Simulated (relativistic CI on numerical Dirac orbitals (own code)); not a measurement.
## Ag3+: resonant inelastic scattering at the L2,3 edge

Computed with this model: Dirac-Coulomb-Breit CI, separate exchange-only KLI orbitals for each configuration, model QED (radiative potential, 1s self-energy scaled to tabulated hydrogen-like ionisation energies), Kramers-Heisenberg scattering through one core-hole configuration in a parametric crystal field, unscaled Slater integrals; configurations [Kr] 4d8 → [He] 2s2 2p5 3s2 3p6 3d10 4s2 4p6 4d9; 80 K; core-hole width 0.96 eV; summed over polarisations. Incident energies are the highest absorption maxima for each field (at most a few, so the weaker spin-orbit partner edge can be absent), on the computed scale of the free ion. Intensities are in per cent of the strongest line above 0.02 eV; levels within 1 cm⁻¹ are merged; final levels count from the ground level, the first row holds all elastic scattering, lines under 0.4 are left out and each table stops after 24 rows. The scale of the Slater integrals is a model choice and moves the terms in proportion.

Field parameters in Wybourne normalisation: Td as Oh with Dq negative (B⁴₀ = 21Dq, B⁴₄ = √(5/14) B⁴₀). The field is a parameter set, without covalency.

S is read from ⟨S²⟩ = S(S + 1).

Td, 10Dq = -2650 cm⁻¹:

| Final level (eV) | Degeneracy | Irrep | S | 3351.8 eV |
| --- | --- | --- | --- | --- |
| 0.000 | 1 | A1 | 1.00 | 88.6 |
| 0.071 | 3 | T1 | 1.00 | 100.0 |
| 0.148 | 2 | E | 0.99 | 30.1 |
| 0.294 | 3 | T2 | 1.00 | 7.8 |
| 0.655 | 3 | T2 | 0.98 | 4.9 |
| 0.689 | 3 | T1 | 1.00 | 8.1 |
| 0.880 | 2 | E | 0.96 | 0.9 |
| 1.118 | 3 | T2 | 0.94 | 1.4 |
| 2.023 | 2 | E | 0.62 | 7.5 |
| 2.033 | 3 | T2 | 0.61 | 5.0 |
| 2.654 | 3 | T2 | 0.71 | 4.8 |
| 2.702 | 2 | E | 0.65 | 9.9 |
| 3.100 | 3 | T2 | 0.04 | 0.5 |
| 3.246 | 3 | T1 | 0.01 | 1.7 |
| 3.286 | 1 | A1 | 0.02 | 1.1 |

Td, 10Dq = -6000 cm⁻¹:

```
Final level (eV)  Degeneracy  Irrep     S  3351.8 eV
           0.000           1     A1  1.00      140.5
           0.113           3     T1  1.00      100.0
           0.271           2      E  0.99       24.7
           0.425           3     T2  1.00        1.1
           0.939           3     T2  0.96        9.9
           0.999           3     T1  1.00       29.1
           1.120           2      E  0.97        1.3
           1.747           3     T2  0.87        4.6
           2.167           2      E  0.45        3.0
           2.253           3     T2  0.58        4.1
           2.840           3     T2  0.81        9.2
           2.887           2      E  0.78       13.5
           2.940           3     T1  1.00        2.7
           3.361           3     T2  0.10        1.1
           3.600           3     T1  0.01        1.6
           3.618           1     A1  0.05        1.1
```

Td, 10Dq = -9350 cm⁻¹:

| Final level (eV) | Degeneracy | Irrep | S | 3351.9 eV |
| --- | --- | --- | --- | --- |
| 0.000 | 1 | A1 | 1.00 | 176.5 |
| 0.132 | 3 | T1 | 1.00 | 100.0 |
| 0.337 | 2 | E | 0.99 | 15.9 |
| 1.277 | 3 | T2 | 0.93 | 7.6 |
| 1.345 | 3 | T1 | 1.00 | 47.7 |
| 1.420 | 2 | E | 0.98 | 1.1 |
| 2.199 | 3 | T2 | 0.45 | 8.3 |
| 2.232 | 2 | E | 0.29 | 0.5 |
| 3.093 | 3 | T2 | 0.90 | 18.0 |
| 3.144 | 2 | E | 0.89 | 14.7 |
| 3.264 | 3 | T1 | 1.00 | 7.3 |
| 3.274 | 1 | A1 | 0.95 | 0.4 |
| 3.691 | 3 | T2 | 0.16 | 1.7 |
| 3.889 | 1 | A1 | 0.10 | 1.2 |
| 3.967 | 3 | T1 | 0.01 | 1.4 |

For the first field the strongest loss at the lowest incident energy is the level at 0.07 eV (S = 1.00, against 1.00 in the thermal ground state).
